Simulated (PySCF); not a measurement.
## Correlation energy of Tl (thallium, neutral)

Starting occupation: [Xe] 4f14 5d10 6s2 7s1, 7s1/2 with m_j = +1/2. All numbers are calculated (PySCF 2.14, X2C-1e with screened-nucleus spin-orbit coupling, Gaussian nucleus, in x2c-SVPall-2c with one added diffuse shell each of s, p type (8s12p7d2f, 93 functions)). Frozen: [Kr] 4d10 4f14; 21 electrons correlated; the 22 highest virtual spinors left out.

MP2 pair energies summed by pair of shells (mhartree):

```json
{"pair": "5d3/2-5d5/2", "energy": "-89.30", "share (%)": "26.2"}
{"pair": "5d5/2-5d5/2", "energy": "-62.99", "share (%)": "18.5"}
{"pair": "5d5/2-6s1/2", "energy": "-47.52", "share (%)": "13.9"}
{"pair": "5d3/2-6s1/2", "energy": "-32.48", "share (%)": "9.5"}
{"pair": "5d3/2-5d3/2", "energy": "-28.30", "share (%)": "8.3"}
{"pair": "6s1/2-6s1/2", "energy": "-18.09", "share (%)": "5.3"}
{"pair": "5d5/2-5p3/2", "energy": "-11.81", "share (%)": "3.5"}
{"pair": "5p3/2-5p3/2", "energy": "-7.54", "share (%)": "2.2"}
{"pair": "5d3/2-5p3/2", "energy": "-7.41", "share (%)": "2.2"}
{"pair": "5p1/2-5p3/2", "energy": "-7.01", "share (%)": "2.1"}
{"pair": "5d5/2-5p1/2", "energy": "-4.63", "share (%)": "1.4"}
{"pair": "6s1/2-7s1/2", "energy": "-4.08", "share (%)": "1.2"}
{"pair": "5d3/2-5p1/2", "energy": "-3.10", "share (%)": "0.9"}
{"pair": "5d5/2-5s1/2", "energy": "-3.09", "share (%)": "0.9"}
{"pair": "5p3/2-6s1/2", "energy": "-2.79", "share (%)": "0.8"}
{"pair": "5d5/2-7s1/2", "energy": "-1.96", "share (%)": "0.6"}
{"pair": "5d3/2-5s1/2", "energy": "-1.94", "share (%)": "0.6"}
{"pair": "5p3/2-5s1/2", "energy": "-1.56", "share (%)": "0.5"}
{"pair": "5p1/2-5p1/2", "energy": "-1.48", "share (%)": "0.4"}
{"pair": "5d3/2-7s1/2", "energy": "-1.32", "share (%)": "0.4"}
{"pair": "5p1/2-6s1/2", "energy": "-0.88", "share (%)": "0.3"}
{"pair": "5s1/2-5s1/2", "energy": "-0.87", "share (%)": "0.3"}
{"pair": "5p1/2-5s1/2", "energy": "-0.70", "share (%)": "0.2"}
{"pair": "5s1/2-6s1/2", "energy": "-0.45", "share (%)": "0.1"}
{"pair": "5p3/2-7s1/2", "energy": "-0.07", "share (%)": "0.0"}
{"pair": "5p1/2-7s1/2", "energy": "-0.02", "share (%)": "0.0"}
{"pair": "5s1/2-7s1/2", "energy": "-0.02", "share (%)": "0.0"}
```

Total MP2 correlation energy: -341.40 mhartree.

This basis was not built for core-valence correlation, so the inner-shell part is incomplete.
